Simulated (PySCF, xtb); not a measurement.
MgCl, SMILES [Mg][Cl], multiplicity 2.

Harmonic wavenumbers (cm⁻¹) from GFN2-xTB run with xtb at its own minimum, in rising order: 383.

### Question
What does B3LYP-D3(BJ)/def2-TZVPD in PySCF give at its own minimum? (An estimate is asked for; the answer gives what the named calculation found.)

### Answer
442. Paired by order, the mean absolute difference is 58 cm⁻¹ and the zero-point energies are 0.5 and 0.6 kcal/mol.
